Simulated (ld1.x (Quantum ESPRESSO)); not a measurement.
# Ce (Z = 58): PAW pseudisation with PBEsol, non-relativistic reference atom.

```json
{"Element": "Ce", "Generator": "ld1.x (Quantum ESPRESSO) 7.5", "Type": "PAW", "Functional": "PBEsol", "Relativity": "non-relativistic", "Frozen core": "[Kr]", "Valence charge": "22", "Reference configuration": "4d10 4f0.5 5s2 5p6 5d1.5 6s2 6p0", "Partial waves": "5s (bound): rcut 2.00, rcutus 2.05 bohr; 6s (bound): rcut 2.00, rcutus 2.05 bohr; 5p (bound): rcut 2.30, rcutus 2.95 bohr; 6p (bound, empty): rcut 2.30, rcutus 2.95 bohr; 4d (bound): rcut 1.00, rcutus 1.10 bohr; 5d (bound): rcut 1.00, rcutus 1.10 bohr; 4f (bound): rcut 1.45, rcutus 1.60 bohr; 4f channel at -0.45 Ry: rcut 1.45, rcutus 1.60 bohr", "Local potential": "all-electron potential smoothed inside 2.40 bohr (lloc = -2)", "Core correction": "Bessel-smoothed model core inside 1.00 bohr", "Augmentation charge": "PSQ, radius 1.05 bohr"}
```

All-electron outer shells of the reference configuration (PBEsol, non-relativistic, ld1.x):

| shell | level (eV) | outermost node (bohr) | outermost maximum (bohr) |
| --- | --- | --- | --- |
| 4s | -261.30 | 0.35 | 0.62 |
| 4p | -209.29 | 0.34 | 0.63 |
| 4d | -117.98 | 0.31 | 0.65 |
| 5s | -38.72 | 0.79 | 1.42 |
| 5p | -24.31 | 0.82 | 1.55 |
| 4f | -12.18 | – | 0.68 |
| 5d | -4.26 | 0.91 | 2.04 |
| 6s | -3.65 | 1.88 | 3.82 |
| 6p | -1.45 | 2.14 | 4.78 |

Does the generator finish with these settings?

Yes, a potential is produced and its reference levels are reproduced.

Estimate the cutoffs (Ry, on a coarse ladder) from which the occupation-weighted sum of valence levels, in a spherical-Bessel basis at the reference potential, stays within 10 and 1 mRy of its value at 400 Ry.

140 Ry and 230 Ry.

What does a ghost test show?

No extra level below or beside the all-electron valence levels (s, p, d, f tested).

Is the overlap operator S = 1 + Σ q|β⟩⟨β| positive definite (Bessel basis up to 400 Ry)?

Yes: its lowest eigenvalue is 0.10 (p channel).

Which valence shell sets the plane-wave cutoff?

5d: its level needs 180 Ry to come within 1 mRy, against 140 Ry for 4d.

Test run stopped at test 1 of 7 (negative rho).
